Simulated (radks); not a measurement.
Values are calculated unless marked as measured or tabulated.
The helium ion He+ inside a hard spherical wall (all orbitals vanish at R), configuration held at 1s1 and not refilled when levels cross. Level of theory: scalar-relativistic Kohn-Sham, PBE, spin-polarised, spherical densities, point nucleus; open shells are filled with parallel spins first (a radial shooting solver on a logarithmic mesh with Libxc functionals). Eigenvalues in eV for spin up, with the zero of energy where the potential of the charges vanishes at infinity; a dash marks a level that is unbound or too diffuse for the functional's potential to be trusted. A positive occupied level is held by the wall or, in an anion where self-interaction has pushed it up, behind a barrier. The pressure on the wall is -dE/dV.

| R (bohr) | E (hartree) | kinetic (hartree) | e(1s) | e(2s, empty) | e(2p, empty) | pressure (GPa) |
|---|---|---|---|---|---|---|
| free | -1.99388 | 1.988 | -42.041 | - | - | 0 |
| 12 | -1.99388 | 1.988 | -42.041 | - | - | < 0.0001 |
| 8 | -1.99388 | 1.988 | -42.041 | - | - | < 0.0001 |
| 5 | -1.99387 | 1.988 | -42.040 | -4.086 | -3.964 | 0.00205 |
| 3.5 | -1.99306 | 1.996 | -41.979 | 3.681 | 0.551 | 0.489 |
| 2.5 | -1.97676 | 2.097 | -41.130 | 26.240 | 12.531 | 18.9 |
| 2 | -1.92001 | 2.343 | -38.764 | 58.108 | 28.795 | 126 |
